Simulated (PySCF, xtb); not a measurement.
CH₃Cl₃Sn, SMILES [Cl][Sn]([CH3])([Cl])[Cl].

GFN2-xTB in xtb 6.7.1 at its own geometry gives an orbital gap of 3.05 eV and a dipole moment of 4.07 D.

Coordinates come from a B3LYP-D3(BJ)/def2-SVP optimisation. The isomer is the one that the SMILES or the coordinates give; other isomers of the formula were not compared. The def2 effective core potentials stand for the cores of Sn; spin–orbit coupling is left out.

### Question
What does PBE0/def2-TZVP in PySCF give? (The exact figures need the calculation; the answer reports its results.)

### Answer
gap 6.63 eV (levels -9.09 and -2.46 eV), dipole 3.56 D.
